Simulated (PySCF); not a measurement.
The vertical singlet excitations below were computed for one of the candidates. Theory: TDDFT PBE0/def2-SVPD, vertical, gas phase, core orbitals frozen in the response in PySCF 2.14.0, density-fitted response routines. Geometries: GFN2-xTB, one conformer each.

```csv
state,λ (nm),f
S1,276.8,0.482
S2,267.2,0.0000
S3,247.1,0.0000
S4,229.9,0.0001
S5,216.8,0.023
S6,212.7,0.0002
S7,207.4,0.0000
S8,201.5,0.041
```

Task: Which structure fits?
A. `C#C/C(F)=C(/C#C)C#N`
B. `OCc1nc(C(F)F)no1`
C. `FC(F)Cc1ccno1`
D. `N#C/C(F)=C(\F)C(F)F`

Result: A. Its S1, at 4.48 eV, is the lowest among the candidates; the nearest of the others has S1 at 5.90 eV. S1 is HOMO→LUMO (95%). Löwdin shares by element: HOMO carbon 60% or more (atoms not listed hold the other 40%); LUMO carbon 63% or more (atoms not listed hold the other 37%). At the same level the other candidates give, for their lowest levels:
- `N#C/C(F)=C(\F)C(F)F`: 210 nm (f 0.000); 208 nm (f 0.389); 188 nm (f 0.000); 179 nm (f 0.002); 166 nm (f 0.007); T1 3.31 eV; HOMO -8.76, LUMO -2.56 eV
- `FC(F)Cc1ccno1`: 197 nm (f 0.008); 192 nm (f 0.214); 174 nm (f 0.016); 168 nm (f 0.010); 155 nm (f 0.006); T1 4.21 eV; HOMO -7.86, LUMO -0.77 eV
- `OCc1nc(C(F)F)no1`: 206 nm (f 0.003); 198 nm (f 0.032); 177 nm (f 0.111); 173 nm (f 0.011); 168 nm (f 0.024); T1 4.56 eV; HOMO -8.78, LUMO -1.50 eV
Triplets come from the Tamm–Dancoff approximation.
